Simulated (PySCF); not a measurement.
C7H12F (charge +1).
Bonds: C1–C2, C2–C3, C3–C4, C4–F5, C2–C6, C6–C7, C7–C8, C6–C8. Hydrogens: H9, H10, H11 on C1; H12, H13 on C3; H14, H15 on C4; H16 on C6; H17, H18 on C7; H19, H20 on C8.

NICS = −σ at a ghost point: NICS(0) at the centroid of the ring atoms, NICS(1) 1 Å to either side along the normal of their mean plane, zz for the tensor component along that normal. Level: GIAO PBE0/pcSseg-1 (PySCF, non-relativistic, gas phase) on the GFN2-xTB geometry, one conformer.

Ring bond lengths (Å), with Mayer bond orders in brackets: C6–C7 1.558 (0.79), C7–C8 1.450 (1.03), C8–C6 1.564 (0.78).

Q: Give the NICS values of each ring in ppm.

A: 
```
    ring                                            type  NICS(0)  NICS(1), two faces  NICS(1)zz, two faces  rms pucker (Å)  centre to ring atoms, mean (Å)
C6–C7–C8  3-membered carbocycle; formal bonds all single    -44.0         -5.9 / -7.1         -19.1 / -23.6            0.00                            0.88
```

Q: What can be read from them?

A: 
- C6–C7–C8: mean NICS(1)zz -21.3 ppm, shielded. C6, C7, C8 have four or more neighbours, so the value isn't read as a sign of a π ring current. The two faces differ by 4.5 ppm, so no symmetry operation interchanges them. NICS(0) lies 37 ppm below the mean NICS(1).

Q: At the first NICS(1) probe listed for ring C6–C7–C8, 1 Å off the ring, how large is the induced field along the normal in 9.4 T applied along it?

A: NICSzz × B0 = -19.1 ppm × 9.4 T = -180 μT, against the applied field.

Q: How shielded are the nuclei of the rings and their hydrogens (means over atoms taken as equivalent)?

A: 
| atoms | environment | σ isotropic (ppm) | principal values of the symmetric part, first atom (ppm) |
| --- | --- | --- | --- |
| C6 | three-membered-ring carbon | 123.0 | 41.1, 151.9, 176.2 |
| C7 (×2) | three-membered-ring carbon | 132.9 | 104.5, 117.0, 175.1 |
| H16 | methine hydrogen | 27.84 | 21.5, 28.1, 33.9 |
| H17 (×2) | methylene hydrogen | 27.86 | 23.7, 27.1, 34.0 |
| H18 (×2) | methylene hydrogen | 27.86 | 23.3, 24.5, 35.5 |

Conformer computed: `[CH3:1][C+:2]([CH2:3][CH2:4][F:5])[CH:6]1[CH2:7][CH2:8]1`: C1–C2–C3–C4 69°, C2–C3–C4–F5 63°, C1–C2–C6–C7 149°.
